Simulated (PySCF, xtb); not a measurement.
HO3S, SMILES [OH+]=S(=O)=O, charge +1.

Harmonic wavenumbers (cm⁻¹) from GFN2-xTB (xtb 6.7.1) at its own minimum, in rising order: 342, 379, 429, 520, 781, 861, 1193, 1444, 3329.

Task: What does PySCF with PBE0-D3(BJ)/def2-SVP give at its own minimum? (An estimate is asked for; the answer gives what the named calculation found.)

Result: 435, 437, 472, 513, 938, 1087, 1280, 1562, 3586. Paired by order, the mean absolute difference is 116 cm⁻¹ and the zero-point energies are 13.3 and 14.7 kcal/mol.
